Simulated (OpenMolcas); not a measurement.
A calculation on N2+.

```
Program             : OpenMolcas 26.06
Method              : RASSCF
Basis               : ANO-RCC-VTZP [4s3p2d1f]
Scalar Hamiltonian  : DKH2, point nucleus
Active space        : 3 electrons in 9 orbitals (RAS2 2s 2p; RAS3 3d, at most 2 electrons)
State averaging     : 2S+1 = 4 odd, 1 root; 2S+1 = 2 odd, 11 roots; 2S+1 = 4 even, 3 roots; 2S+1 = 2 even, 9 roots
Spin-orbit coupling : state interaction with AMFI integrals over the reference wave functions, term energies averaged over their components
```

Q: Which level of the active space comes out lowest?

A: 2s² 2p ²P°_1/2, with 100 % of that term; it is also the measured ground level.

Q: How high does 2p³ ²D°_5/2 lie?

A: 205509 cm⁻¹ above the lowest level; measured 203075 cm⁻¹ above the ground level, so the calculation is off by +1 %.

Q: How high does 2s 2p² ²D_5/2 lie?

A: 103166 cm⁻¹ above the lowest level; measured 101024 cm⁻¹ above the ground level, so the calculation is off by +2 %.

Q: How high does 2s 2p² ⁴P_1/2 lie?

A: 55256 cm⁻¹ above the lowest level.

Measured values: Moore, Selected Tables of Atomic Spectra, NSRDS-NBS 3, section 5.

Active for correlation alone: 3d; no level in the range computed is led by a configuration that fills it, so any true level of that kind is missing. Computed and measured levels are paired by configuration, term and J; levels that our copy of the source lacks, or whose pairing is in doubt (as where it misses far off the trend of its configuration), stay unpaired and out of the deviations. Levels of configurations outside the active space are missing.

° marks odd parity.
